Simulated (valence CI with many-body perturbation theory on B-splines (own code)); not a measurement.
# Level structure of Sm30+

Computed by relativistic CI+MBPT: four valence electrons over a frozen Dirac-Fock core [Ar] 3d10, radial functions for each j: 11 s, 11 p, 10 d, 8 f, 5 g, 2 h, with the one-electron correlation potential Σ1, the two-electron term Σ2, the three-electron term Σ3, Breit, model QED; selected CI, second order for the rest, scaled by the run's own slope (own B-spline code, finite nucleus).

The last digits are not significant, and no measured levels were compared; by estimate large intervals hold to a few tenths of a per cent, small ones and those within an open d or f shell to about a per cent. Among the levels kept, up to 340 cm⁻¹ of a level comes from second order outside the variational space, and about a tenth of that is noise between levels of different J, which matters for small intervals.

Levels 1 to 45 of 182, with energies above the lowest level, (4s^2 4p1/2^2) J=0. "Leading %" is the weight of the configuration and term that name the level; weights of strongly mixed levels are sums over their largest components and can fall short, so below about 35 % the name and the second component can differ from the true leading terms, or belong to a minority configuration. In the jj column 3d3/2^4 stands for four electrons in 3d with j = 3/2. Lifetimes count E1, E2, E3, M1 and M2 decay at the calculated energies, and are blank where another channel may lead or the interval is too uncertain; long ones can be off by a factor of two.

| No. | Configuration | Term | J | E (cm⁻¹) | Leading % | Lifetime | g | Second component | Leading jj |
| --- | --- | --- | --- | --- | --- | --- | --- | --- | --- |
| 1 | 4s²4p² | ³P | 0 | 0 | 73 |  |  | 26 % 4s²4p² ¹S | 4s^2 4p1/2^2 (98 %) |
| 2 | 4s²4p² | ³P | 1 | 267540 | 99 | 3.96 μs | 1.499 |  | 4s^2 4p1/2 4p3/2 (99 %) |
| 3 | 4s²4p² | ¹D | 2 | 293480 | 59 | 303 μs | 1.196 | 39 % 4s²4p² ³P | 4s^2 4p1/2 4p3/2 (98 %) |
| 4 | 4s²4p² | ³P | 2 | 580600 | 59 | 2.06 μs | 1.299 | 39 % 4s²4p² ¹D | 4s^2 4p3/2^2 (98 %) |
| 5 | 4s²4p² | ¹S | 0 | 638800 | 72 | 1.35 μs |  | 26 % 4s²4p² ³P | 4s^2 4p3/2^2 (98 %) |
| 6 | 4s4p³ | ⁵S° | 2 | 806940 | 44 | 107 ps | 1.654 | 38 % 4s4p³ ³P° | 4s 4p1/2^2 4p3/2 (92 %) |
| 7 | 4s4p³ | ³D° | 1 | 897050 | 45 | 10.3 ps | 0.978 | 22 % 4s4p³ ³P° | 4s 4p1/2^2 4p3/2 (88 %) |
| 8 | 4s4p³ | ³D° | 2 | 1053700 | 48 | 74.3 ps | 1.508 | 40 % 4s4p³ ⁵S° | 4s 4p1/2 4p3/2^2 (90 %) |
| 9 | 4s4p³ | ³D° | 3 | 1104400 | 92 | 71.1 ps | 1.327 | 6 % 4s²4p4d ³D° | 4s 4p1/2 4p3/2^2 (92 %) |
| 10 | 4s²4p4d | ³F° | 2 | 1147200 | 39 | 65.0 ps | 0.920 | 23 % 4s4p³ ¹D° | 4s^2 4p1/2 4d3/2 (64 %) |
| 11 | 4s4p³ | ³P° | 0 | 1158100 | 96 | 14.2 ps |  |  | 4s 4p1/2 4p3/2^2 (96 %) |
| 12 | 4s4p³ | ³P° | 1 | 1182300 | 41 | 6.34 ps | 1.268 | 25 % 4s4p³ ³D° | 4s 4p1/2 4p3/2^2 (84 %) |
| 13 | 4s4p³ | ¹P° | 1 | 1222900 | 31 | 3.31 ps | 1.415 | 31 % 4s4p³ ³S° | 4s 4p1/2 4p3/2^2 (83 %) |
| 14 | 4s²4p4d | ³F° | 2 | 1230500 | 43 | 6.59 ps | 0.926 | 33 % 4s4p³ ¹D° | 4s 4p1/2 4p3/2^2 (50 %) |
| 15 | 4s²4p4d | ³F° | 3 | 1296700 | 70 | 8.33 ps | 1.110 | 13 % 4s²4p4d ¹F° | 4s^2 4p1/2 4d5/2 (87 %) |
| 16 | 4s²4p4d | ³D° | 1 | 1299100 | 41 | 1.67 ps | 0.864 | 23 % 4s²4p4d ¹P° | 4s^2 4p1/2 4d3/2 (83 %) |
| 17 | 4s²4p4d | ³P° | 2 | 1313700 | 43 | 3.15 ps | 1.292 | 27 % 4s²4p4d ³D° | 4s^2 4p1/2 4d5/2 (86 %) |
| 18 | 4s4p³ | ³P° | 2 | 1420600 | 39 | 19.0 ps | 1.363 | 21 % 4s4p³ ¹D° | 4s 4p3/2^3 (75 %) |
| 19 | 4s4p³ | ¹P° | 1 | 1503400 | 28 | 2.70 ps | 1.211 | 22 % 4s4p³ ³S° | 4s 4p3/2^3 (48 %) |
| 20 | 4s²4p4d | ³D° | 2 | 1534800 | 44 | 1.91 ps | 1.026 | 34 % 4s²4p4d ¹D° | 4s^2 4p3/2 4d3/2 (83 %) |
| 21 | 4s²4p4d | ³F° | 4 | 1535600 | 99 | 4.52 μs | 1.248 |  | 4s^2 4p3/2 4d5/2 (99 %) |
| 22 | 4s²4p4d | ³P° | 0 | 1547800 | 95 | 2.26 ps |  |  | 4s^2 4p3/2 4d3/2 (95 %) |
| 23 | 4s²4p4d | ³D° | 3 | 1553400 | 43 | 2.01 ps | 1.175 | 28 % 4s²4p4d ³F° | 4s^2 4p3/2 4d3/2 (76 %) |
| 24 | 4s²4p4d | ³P° | 1 | 1585100 | 50 | 2.28 ps | 1.281 | 11 % 4s4p³ ¹P° | 4s^2 4p3/2 4d3/2 (47 %) |
| 25 | 4s²4p4d | ³P° | 2 | 1616800 | 40 | 2.71 ps | 1.293 | 20 % 4s²4p4d ¹D° | 4s^2 4p3/2 4d5/2 (72 %) |
| 26 | 4s²4p4d | ¹F° | 3 | 1658700 | 60 | 2.10 ps | 1.127 | 37 % 4s²4p4d ³D° | 4s^2 4p3/2 4d5/2 (82 %) |
| 27 | 4s²4p4d | ¹P° | 1 | 1689400 | 66 | 2.52 ps | 0.966 | 13 % 4s²4p4d ³D° | 4s^2 4p3/2 4d5/2 (79 %) |
| 28 | 4p⁴ | ³P | 2 | 1709100 | 30 | 25.6 ps | 1.277 | 16 % 4s4p²4d ³P | 4s 4p1/2^2 4d3/2 (48 %) |
| 29 | 4s4p²4d | ⁵F | 1 | 1714300 | 56 | 46.1 ps | 0.347 | 26 % 4s4p²4d ³D | 4s 4p1/2^2 4d3/2 (90 %) |
| 30 | 4s4p²4d | ⁵F | 2 | 1755300 | 29 | 9.37 ps | 1.222 | 23 % 4p⁴ ³P | 4p1/2^2 4p3/2^2 (34 %) |
| 31 | 4p⁴ | ¹S | 0 | 1804200 | 49 | 6.08 ps |  | 37 % 4p⁴ ³P | 4p1/2^2 4p3/2^2 (85 %) |
| 32 | 4s4p²4d | ⁵D | 3 | 1806100 | 30 | 11.3 ps | 1.376 | 25 % 4s4p²4d ⁵F | 4s 4p1/2^2 4d5/2 (84 %) |
| 33 | 4s4p²4d | ³F | 2 | 1893100 | 41 | 5.76 ps | 0.940 | 18 % 4s4p²4d ¹D | 4s 4p1/2^2 4d5/2 (60 %) |
| 34 | 4s4p²4d | ⁵D | 1 | 1940500 | 52 | 66.3 ps | 1.242 | 17 % 4s4p²4d ⁵F | 4s 4p1/2 4p3/2 4d3/2 (89 %) |
| 35 | 4s4p²4d | ⁵D | 0 | 1943400 | 88 | 71.8 ps |  | 10 % 4s4p²4d ³P | 4s 4p1/2 4p3/2 4d3/2 (95 %) |
| 36 | 4s4p²4d | ⁵F | 2 | 1948200 | 41 | 20.4 ps | 1.170 | 20 % 4s4p²4d ⁵D | 4s 4p1/2 4p3/2 4d3/2 (89 %) |
| 37 | 4s4p²4d | ⁵F | 3 | 1959100 | 49 | 36.0 ps | 1.193 | 30 % 4s4p²4d ³F | 4s 4p1/2 4p3/2 4d3/2 (86 %) |
| 38 | 4s4p²4d | ⁵F | 4 | 1987400 | 70 | 292 ps | 1.291 | 17 % 4s4p²4d ³G | 4s 4p1/2 4p3/2 4d5/2 (53 %) |
| 39 | 4s4p²4d | ⁵D | 4 | 2002700 | 52 | 340 ps | 1.359 | 36 % 4s4p²4d ³F | 4s 4p1/2 4p3/2 4d5/2 (63 %) |
| 40 | 4p⁴ | ³P | 1 | 2004800 | 58 | 7.35 ps | 1.457 | 19 % 4s4p²4d ³P | 4p1/2 4p3/2^3 (58 %) |
| 41 | 4p⁴ | ¹D | 2 | 2008300 | 36 | 8.67 ps | 1.124 | 22 % 4p⁴ ³P | 4p1/2 4p3/2^3 (57 %) |
| 42 | 4s4p²4d | ³F | 2 | 2038700 | 55 | 8.83 ps | 1.003 | 23 % 4s4p²4d ⁵D | 4s 4p1/2 4p3/2 4d5/2 (52 %) |
| 43 | 4s4p²4d | ⁵P | 3 | 2047400 | 49 | 2.82 ps | 1.419 | 23 % 4s4p²4d ³F | 4s 4p1/2 4p3/2 4d5/2 (50 %) |
| 44 | 4s4p²4d | ⁵F | 5 | 2049300 | 57 | 171 ps | 1.312 | 42 % 4s4p²4d ³G | 4s 4p1/2 4p3/2 4d5/2 (93 %) |
| 45 | 4s4p²4d | ³G | 3 | 2069900 | 56 | 12.5 ps | 0.871 | 20 % 4s4p²4d ¹F | 4s 4p1/2 4p3/2 4d3/2 (87 %) |

The ionisation energy to 4s²4p ²P°1/2 of the next ion comes out as 1182 eV (NIST: 1180 ± 4 eV (theoretical)). All 182 levels together are meant to be complete up to 3161100 cm⁻¹.
